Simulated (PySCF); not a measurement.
# Working out the ionisation energy of Re⁺

Re⁺ [Xe] 4f14 5d5 6s1 (7S) → Re²⁺ [Xe] 4f14 5d5 (6S). Computed with PySCF 2.14 in aug-cc-pVDZ-PP with ECP60MDF, with scalar relativity through the core potential. Frozen: 5s2 5p6. Energies in hartree (1 hartree = 27.21139 eV):

| part | Re⁺ (lower) | Re²⁺ (upper) |
| --- | --- | --- |
| UHF | -77.616325 | -77.038779 |
| CCSD correlation | -0.069302 | -0.046592 |
| (T) | -0.000687 | -0.000261 |

Question: What does Hartree-Fock give?

Answer: (-77.038779) − (-77.616325) = 0.577546 hartree = 15.716 eV.

Question: What do CCSD and CCSD(T) give?

Answer: The CCSD correlation energies differ by 0.022710 hartree = 0.618 eV and the triples by 0.000426 hartree = 0.012 eV, so CCSD gives 16.334 eV and CCSD(T) 16.346 eV.

Reference: 16.6 ± 0.5 eV (semi-empirical (NIST evaluation); NIST Atomic Spectra Database, ionization energies).

A double-zeta basis recovers only part of the correlation energy.

What remains against the reference includes basis incompleteness, the frozen core and higher excitations.
